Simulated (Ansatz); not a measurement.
Ansatz (a program for electronic structure) input (B3LYP/6-31G* with LANL2DZ past Ar): The .json file joins the Basis Set Exchange's 6-31G* for atoms up to Ar and LANL2DZ past it.

Ansatz 0.2 input:
```yaml
crystal:
  periodic: [false, false, false]
  atoms:
    - {symbol: Au, position_ang: [0.00000000, 0.00000000, 0.02713568]}
    - {symbol: Cl, position_ang: [-0.00000000, -0.00000000, -2.27016280]}
    - {symbol: O, position_ang: [0.00000000, 0.00000000, 3.09135548]}
    - {symbol: C, position_ang: [0.00000000, 0.00000000, 1.95303414]}
basis:
  gaussian:
    orbitals: 6-31Gs+LANL2DZ.json
hamiltonian:
  xc: {name: B3LYP}
phonons: {temperatures: {t_min: 298.15, t_max: 298.15, t_step: 100}}
```

Output:

```
Functional definition: B3LYP
integrals: 0.02 GiB planned
807 factors; integrals over basis functions are off by at most 3.6e-4 eV
mean field: 0.24 GiB planned
mean field evaluation 1: about -19291.9065 eV, gradient 3.2e1 eV
mean field evaluation 2: about -19284.2869 eV, gradient 7.2e1 eV
mean field evaluation 4: about -19293.9589 eV, gradient 3.8e0 eV
mean field evaluation 8: about -19294.0649 eV, gradient 7.5e-2 eV
mean field evaluation 16: about -19294.0649 eV, gradient 2.9e-5 eV
mean field -19294.06487342 eV, -709.0438061113 hartree, gradient 2.9e-5 eV, S^2 0.000000; 0 other end points of the search recorded, 0 dependent functions left out
the calculation of the forces begins
reference -19294.06514689 eV, -709.0438161612 hartree; 25, 25 occupied and 46, 46 virtual orbitals, 807 factors
these checks for a lower state are left out or cut short: stability, starts, cluster_reference, orbital_swaps, neighbouring_geometries, increment
integrals: 0.02 GiB planned
807 factors; integrals over basis functions are off by at most 3.6e-4 eV
mean field: 0.24 GiB planned
mean field -19294.06486067 eV, -709.0438056427 hartree, gradient 1.3e-6 eV, S^2 0.000000; 0 other end points of the search recorded, 0 dependent functions left out
the calculation of the forces begins
reference -19294.06513414 eV, -709.0438156926 hartree; 25, 25 occupied and 46, 46 virtual orbitals, 807 factors
these checks for a lower state are left out or cut short: stability, starts, cluster_reference, orbital_swaps, neighbouring_geometries, increment
integrals: 0.02 GiB planned
807 factors; integrals over basis functions are off by at most 3.6e-4 eV
mean field: 0.24 GiB planned
mean field -19294.06486067 eV, -709.0438056427 hartree, gradient 1.3e-6 eV, S^2 0.000000; 0 other end points of the search recorded, 0 dependent functions left out
the calculation of the forces begins
reference -19294.06513414 eV, -709.0438156926 hartree; 25, 25 occupied and 46, 46 virtual orbitals, 807 factors
these checks for a lower state are left out or cut short: stability, starts, cluster_reference, orbital_swaps, neighbouring_geometries, increment
integrals: 0.02 GiB planned
807 factors; integrals over basis functions are off by at most 3.6e-4 eV
mean field: 0.24 GiB planned
mean field evaluation 32: about -19293.9975 eV, gradient 2.0e-1 eV
mean field -19294.06486067 eV, -709.0438056427 hartree, gradient 1.3e-6 eV, S^2 0.000000; 0 other end points of the search recorded, 0 dependent functions left out
the calculation of the forces begins
reference -19294.06513414 eV, -709.0438156926 hartree; 25, 25 occupied and 46, 46 virtual orbitals, 807 factors
these checks for a lower state are left out or cut short: stability, starts, cluster_reference, orbital_swaps, neighbouring_geometries, increment
integrals: 0.02 GiB planned
807 factors; integrals over basis functions are off by at most 3.6e-4 eV
mean field: 0.24 GiB planned
mean field -19294.06486067 eV, -709.0438056427 hartree, gradient 1.3e-6 eV, S^2 0.000000; 0 other end points of the search recorded, 0 dependent functions left out
the calculation of the forces begins
reference -19294.06513414 eV, -709.0438156926 hartree; 25, 25 occupied and 46, 46 virtual orbitals, 807 factors
these checks for a lower state are left out or cut short: stability, starts, cluster_reference, orbital_swaps, neighbouring_geometries, increment
integrals: 0.02 GiB planned
807 factors; integrals over basis functions are off by at most 3.6e-4 eV
mean field: 0.24 GiB planned
mean field -19294.06478350 eV, -709.0438028069 hartree, gradient 1.5e-6 eV, S^2 0.000000; 0 other end points of the search recorded, 0 dependent functions left out
the calculation of the forces begins
reference -19294.06505709 eV, -709.0438128610 hartree; 25, 25 occupied and 46, 46 virtual orbitals, 807 factors
these checks for a lower state are left out or cut short: stability, starts, cluster_reference, orbital_swaps, neighbouring_geometries, increment
integrals: 0.02 GiB planned
807 factors; integrals over basis functions are off by at most 3.6e-4 eV
mean field: 0.24 GiB planned
mean field -19294.06478609 eV, -709.0438029019 hartree, gradient 2.9e-6 eV, S^2 0.000000; 0 other end points of the search recorded, 0 dependent functions left out
the calculation of the forces begins
reference -19294.06505944 eV, -709.0438129476 hartree; 25, 25 occupied and 46, 46 virtual orbitals, 807 factors
these checks for a lower state are left out or cut short: stability, starts, cluster_reference, orbital_swaps, neighbouring_geometries, increment
integrals: 0.02 GiB planned
807 factors; integrals over basis functions are off by at most 3.6e-4 eV
mean field: 0.24 GiB planned
mean field evaluation 64: about -19294.0649 eV, gradient 2.1e-6 eV
[...]
integrals: 0.02 GiB planned
807 factors; integrals over basis functions are off by at most 3.6e-4 eV
mean field: 0.24 GiB planned
mean field evaluation 96: about -19294.0648 eV, gradient 8.1e-2 eV
mean field -19294.06483135 eV, -709.0438045652 hartree, gradient 2.3e-6 eV, S^2 0.000000; 0 other end points of the search recorded, 0 dependent functions left out
the calculation of the forces begins
reference -19294.06510486 eV, -709.0438146166 hartree; 25, 25 occupied and 46, 46 virtual orbitals, 807 factors
these checks for a lower state are left out or cut short: stability, starts, cluster_reference, orbital_swaps, neighbouring_geometries, increment
integrals: 0.02 GiB planned
807 factors; integrals over basis functions are off by at most 3.6e-4 eV
mean field: 0.24 GiB planned
mean field -19294.06486855 eV, -709.0438059323 hartree, gradient 2.1e-6 eV, S^2 0.000000; 0 other end points of the search recorded, 0 dependent functions left out
the calculation of the forces begins
reference -19294.06514202 eV, -709.0438159822 hartree; 25, 25 occupied and 46, 46 virtual orbitals, 807 factors
these checks for a lower state are left out or cut short: stability, starts, cluster_reference, orbital_swaps, neighbouring_geometries, increment
integrals: 0.02 GiB planned
807 factors; integrals over basis functions are off by at most 3.6e-4 eV
mean field: 0.24 GiB planned
mean field -19294.06486855 eV, -709.0438059323 hartree, gradient 2.1e-6 eV, S^2 0.000000; 0 other end points of the search recorded, 0 dependent functions left out
the calculation of the forces begins
reference -19294.06514202 eV, -709.0438159822 hartree; 25, 25 occupied and 46, 46 virtual orbitals, 807 factors
these checks for a lower state are left out or cut short: stability, starts, cluster_reference, orbital_swaps, neighbouring_geometries, increment
integrals: 0.02 GiB planned
807 factors; integrals over basis functions are off by at most 3.6e-4 eV
mean field: 0.24 GiB planned
mean field -19294.06486855 eV, -709.0438059323 hartree, gradient 2.1e-6 eV, S^2 0.000000; 0 other end points of the search recorded, 0 dependent functions left out
the calculation of the forces begins
reference -19294.06514202 eV, -709.0438159822 hartree; 25, 25 occupied and 46, 46 virtual orbitals, 807 factors
these checks for a lower state are left out or cut short: stability, starts, cluster_reference, orbital_swaps, neighbouring_geometries, increment
integrals: 0.02 GiB planned
807 factors; integrals over basis functions are off by at most 3.6e-4 eV
mean field: 0.24 GiB planned
mean field evaluation 128: about -19294.0649 eV, gradient 2.1e-6 eV
mean field -19294.06486855 eV, -709.0438059323 hartree, gradient 2.1e-6 eV, S^2 0.000000; 0 other end points of the search recorded, 0 dependent functions left out
the calculation of the forces begins
reference -19294.06514202 eV, -709.0438159822 hartree; 25, 25 occupied and 46, 46 virtual orbitals, 807 factors
these checks for a lower state are left out or cut short: stability, starts, cluster_reference, orbital_swaps, neighbouring_geometries, increment
integrals: 0.02 GiB planned
807 factors; integrals over basis functions are off by at most 3.6e-4 eV
mean field: 0.24 GiB planned
mean field -19294.06449424 eV, -709.0437921766 hartree, gradient 8.3e-7 eV, S^2 0.000000; 0 other end points of the search recorded, 0 dependent functions left out
the calculation of the forces begins
reference -19294.06476770 eV, -709.0438022263 hartree; 25, 25 occupied and 46, 46 virtual orbitals, 807 factors
these checks for a lower state are left out or cut short: stability, starts, cluster_reference, orbital_swaps, neighbouring_geometries, increment
integrals: 0.02 GiB planned
807 factors; integrals over basis functions are off by at most 3.5e-4 eV
mean field: 0.24 GiB planned
mean field -19294.06448959 eV, -709.0437920058 hartree, gradient 9.2e-7 eV, S^2 0.000000; 0 other end points of the search recorded, 0 dependent functions left out
the calculation of the forces begins
reference -19294.06476307 eV, -709.0438020558 hartree; 25, 25 occupied and 46, 46 virtual orbitals, 807 factors
these checks for a lower state are left out or cut short: stability, starts, cluster_reference, orbital_swaps, neighbouring_geometries, increment
integrals: 0.02 GiB planned
807 factors; integrals over basis functions are off by at most 3.6e-4 eV
mean field: 0.24 GiB planned
mean field -19294.06485443 eV, -709.0438054133 hartree, gradient 3.0e-6 eV, S^2 0.000000; 0 other end points of the search recorded, 0 dependent functions left out
the calculation of the forces begins
reference -19294.06512790 eV, -709.0438154632 hartree; 25, 25 occupied and 46, 46 virtual orbitals, 807 factors
these checks for a lower state are left out or cut short: stability, starts, cluster_reference, orbital_swaps, neighbouring_geometries, increment
integrals: 0.02 GiB planned
807 factors; integrals over basis functions are off by at most 3.6e-4 eV
mean field: 0.24 GiB planned
mean field -19294.06485443 eV, -709.0438054133 hartree, gradient 3.0e-6 eV, S^2 0.000000; 0 other end points of the search recorded, 0 dependent functions left out
the calculation of the forces begins
reference -19294.06512790 eV, -709.0438154632 hartree; 25, 25 occupied and 46, 46 virtual orbitals, 807 factors
these checks for a lower state are left out or cut short: stability, starts, cluster_reference, orbital_swaps, neighbouring_geometries, increment
integrals: 0.02 GiB planned
807 factors; integrals over basis functions are off by at most 3.6e-4 eV
mean field: 0.24 GiB planned
mean field evaluation 160: about -19294.0649 eV, gradient 1.3e-4 eV
mean field -19294.06485443 eV, -709.0438054133 hartree, gradient 3.0e-6 eV, S^2 0.000000; 0 other end points of the search recorded, 0 dependent functions left out
the calculation of the forces begins
reference -19294.06512790 eV, -709.0438154632 hartree; 25, 25 occupied and 46, 46 virtual orbitals, 807 factors
these checks for a lower state are left out or cut short: stability, starts, cluster_reference, orbital_swaps, neighbouring_geometries, increment
integrals: 0.02 GiB planned
807 factors; integrals over basis functions are off by at most 3.6e-4 eV
mean field: 0.24 GiB planned
mean field -19294.06485443 eV, -709.0438054133 hartree, gradient 3.0e-6 eV, S^2 0.000000; 0 other end points of the search recorded, 0 dependent functions left out
the calculation of the forces begins
reference -19294.06512790 eV, -709.0438154632 hartree; 25, 25 occupied and 46, 46 virtual orbitals, 807 factors
these checks for a lower state are left out or cut short: stability, starts, cluster_reference, orbital_swaps, neighbouring_geometries, increment
integrals: 0.02 GiB planned
807 factors; integrals over basis functions are off by at most 3.5e-4 eV
mean field: 0.24 GiB planned
mean field -19294.06445925 eV, -709.0437908910 hartree, gradient 1.2e-6 eV, S^2 0.000000; 0 other end points of the search recorded, 0 dependent functions left out
the calculation of the forces begins
reference -19294.06473266 eV, -709.0438009383 hartree; 25, 25 occupied and 46, 46 virtual orbitals, 807 factors
these checks for a lower state are left out or cut short: stability, starts, cluster_reference, orbital_swaps, neighbouring_geometries, increment
integrals: 0.02 GiB planned
807 factors; integrals over basis functions are off by at most 3.6e-4 eV
mean field: 0.24 GiB planned
mean field -19294.06446188 eV, -709.0437909874 hartree, gradient 1.3e-6 eV, S^2 0.000000; 0 other end points of the search recorded, 0 dependent functions left out
the calculation of the forces begins
reference -19294.06473542 eV, -709.0438010398 hartree; 25, 25 occupied and 46, 46 virtual orbitals, 807 factors
Total energy: -19294.06514689 eV, -709.0438161612 hartree
Atom 0 at     0.000000     0.000000     0.027136 Å, force    -0.000000     0.000000    -0.000463 eV/Å
Atom 1 at    -0.000000    -0.000000    -2.270163 Å, force     0.000000    -0.000000     0.000162 eV/Å
Atom 2 at     0.000000     0.000000     3.091355 Å, force     0.000000     0.000000     0.000035 eV/Å
Atom 3 at     0.000000     0.000000     1.953034 Å, force     0.000000    -0.000000     0.000266 eV/Å
Dipole moment:    -0.000000    -0.000000     1.004069 e Å
Vibrations: 79.41 79.41 342.80 409.35 409.35 425.33 2215.75 cm⁻¹, zero-point energy 0.245576 eV
```

The blocks after the first are displaced geometries, from whose forces the wavenumbers follow.
